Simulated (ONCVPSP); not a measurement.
neon: variants of one ONCV potential

Base potential:

ONCVPSP 4.0.1 input, shortened (lines: element, Z, core and valence counts, functional; n l f; lmax; l rc ep ncon nbas qcut; lloc lpopt rc5 dvloc0; l nproj debl; icmod fcfact rcfact), PBE, scalar-relativistic:

```
  Ne 10.00    1    2        4      upf
    1    0    2.00
    2    0    2.00
    2    1    5.00
    2
    0    0.75    0.00    5    8    8.60
    1    1.10    0.00    5   10   10.80
    2    1.05    0.41    3    7   10.10
    4    3    0.55    1.00
    0    1    1.00
    1    2    1.40
    2    2    2.60
    3    5.25    1.40
```

Cutoffs, loose and tight: the cutoffs (Ha) at which the residual kinetic energy of the hardest occupied pseudo-wave falls to 1 and 0.1 mHa per electron. They do not see the model core or the augmentation charge, which bear on the density cutoff. Test errors are all-electron minus pseudo excitation energies from the reference, over the configurations 2s2 2p6; 2s2 2p4; 2s2 2p3; 2s1 2p6. A dash means not determined; rows that change the core or the reference have their own tests.

| change | outcome | cutoff, loose | cutoff, tight | bound ghosts | GHOST(+) flags above zero | largest test error (meV) |
| --- | --- | --- | --- | --- | --- | --- |
| base | generated | 233 Ha | 288 Ha | none | none | +346 |
| s: qcut 5.8; p: qcut 7.3; d: qcut 6.9 | generated | 259 Ha | 304 Ha | none | none | +697 |
| s: qcut 6.9; p: qcut 8.7; d: qcut 8.1 | generated | 254 Ha | 300 Ha | none | none | +525 |
| s: qcut 7.5; p: qcut 9.4; d: qcut 8.8 | generated | 248 Ha | 297 Ha | none | none | +452 |
| s: qcut 10.7; p: qcut 13.4; d: qcut 12.5 | generated | 114 Ha | 260 Ha | none | none | +221 |
| s: qcut 11.5; p: qcut 14.5; d: qcut 13.6 | generated | 71 Ha | 242 Ha | none | none | +189 |
| s: qcut 12.5; p: qcut 15.6; d: qcut 14.6 | generated | 74 Ha | 196 Ha | none | none | +164 |

Q: What comes out with this change to the base: s: qcut 9.7; p: qcut 12.2; d: qcut 11.4?

A: outcome: generated; cutoff, loose: 206 Ha; cutoff, tight: 276 Ha; bound ghosts: none; GHOST(+) flags above zero: none; largest test error (meV): +270.
